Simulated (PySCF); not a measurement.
## NdBr: one state, many levels of theory

State: sextet, about 4.0 electrons in the 4f shell (Mulliken), real f orbitals that mix terms. Set-up: Nd x2c-SVPall, Br x2c-SVPall; spin-free X2C with a Gaussian nucleus (PySCF 2.14). De refers to Nd (4f4 6s2) + Br in their high-spin ground configurations, without counterpoise correction. The functionals are run spin-unrestricted. A positive dipole means Nd(−)Br(+). Levels whose curve was spin-contaminated or gave no clean fit are not listed.

| Level | Re (Å) | ωe (cm⁻¹) | De (eV) | μ (D) |
| --- | --- | --- | --- | --- |
| UHF | 2.848 | 191 | n/a | -5.43 |
| UHF-MP2 | 2.727 | 213 | n/a | n/a |
| UHF-SCS-MP2 | 2.752 | 209 | n/a | n/a |
| PBE | 2.727 | 207 | 4.33 | -4.42 |
| BP86 | 2.732 | 206 | 4.26 | -4.48 |
| r²SCAN | 2.740 | 208 | 4.62 | -4.86 |
| PBE0 | 2.738 | 207 | 4.26 | -4.87 |
| HSE06 | 2.742 | 207 | 4.26 | -4.93 |
| BHandHLYP | 2.776 | 202 | 3.91 | -5.30 |

Task: What does a quarter of exact exchange do here, going from PBE to PBE0?

Result: PBE0 less PBE: +1.1 pm in Re, +0.0 % in ωe, -0.07 eV in De. Exact exchange removes part of the self-interaction that spreads semilocal densities, and in most molecules shortens and stiffens the bond and lowers De; here Re goes the other way.

Task: What does the step from GGA to meta-GGA do here, going from PBE to r²SCAN?

Result: r²SCAN less PBE: +1.3 pm in Re, +0.5 % in ωe, +0.29 eV in De. 

Task: What does second-order correlation do here, going from UHF to UHF-MP2?

Result: UHF-MP2 less UHF: -12.1 pm in Re, +11.5 % in ωe. Correlation nearly always deepens the well. The bond shortens, as in weak, metallic or heavy-atom bonds, where dispersion and the correlation of outer-core electrons pull the atoms together.

Correlated steps freeze 27 core orbitals. Spin–orbit coupling is left out, which matters for elements this heavy, above all for dissociation energies. Counting both spins, an empty level lies below a filled one in some of these solutions, because spin and occupation are held. With d or f electrons several states lie close, and the lowest PBE0 determinant need not be the measured ground state.

The whole job (state search and all levels along the bond) took about 29 min on 4 threads of AMD EPYC 7B13 (shared host), peak memory 5.1 GiB.
